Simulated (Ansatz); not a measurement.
A geometry relaxed with Ansatz (a first-principles code) with B3LYP-D3(BJ)/def2-TZVP, charge 0, multiplicity 1:

```xyz
10

H      2.6343    -0.5076    -0.6875
H     -1.7432    -0.3047    -1.0817
N     -0.2466     0.3886     0.2768
H      0.4095    -0.8533    -1.2583
H     -2.2422    -0.1250     0.6135
H     -2.0029     1.3064    -0.3762
C     -1.6165     0.3041    -0.1739
N      1.9489    -0.3117     0.0217
C      0.6321    -0.2533    -0.3657
H      2.2265     0.3566     0.7242
```

Write the SMILES of this molecule.

`C/N=C/N`
